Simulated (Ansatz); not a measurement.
The first iterations of a band of CH5Ga + H2 (9 atoms, charge 0, multiplicity 1).

Theory: Ansatz 0.2.0, RKS PBE0/def2-TZVP.

* movable images: 8
* climbing image: no
* spring: 5.0 eV/Å²
* optimiser: quadratic models (default)
* start path: through a guess of the saddle point
* force threshold: 0.05 eV/Å
* iteration limit: 60
* end points: relaxed

Image 0:

```xyz
9
Properties=species:S:1:pos:R:3
Ga -0.007 0.010 0.360
C 0.036 0.332 2.305
H -0.901 0.055 2.791
H 0.862 -0.190 2.791
H 0.186 1.403 2.471
H 1.332 -0.203 -0.441
H -1.359 0.111 -0.439
H -0.314 -2.375 0.219
H -0.264 -2.303 0.967
```

Image 9:

```xyz
9
Properties=species:S:1:pos:R:3
Ga -0.086 -0.600 -0.431
C -0.018 -0.146 2.568
H -0.941 0.096 3.091
H 0.806 -0.238 3.274
H 0.215 0.659 1.868
H 1.327 0.057 -0.610
H -1.380 0.281 -0.524
H -0.210 -2.157 -0.278
H -0.143 -1.110 2.065
```

| iteration | highest image above the first end (eV) | largest band force component (eV/Å) |
| --- | --- | --- |
| 1 | 2.458 | 7.829 |
| 2 | 1.727 | 2.809 |

Q: Does the band converge within its limit, and where does its top end?

A: The run converged. It ended after 7 iterations with the highest image 1.081 eV above the first end. No image climbed, so the highest image needn't sit at the top of the path. The orbitals stay closed-shell, which can raise the energy where a bond breaks towards radicals; this wasn't checked here.

Time of the run: 73 s on 4 threads of Arm Neoverse V2, with other jobs on the host, peak memory 0.24 GiB.
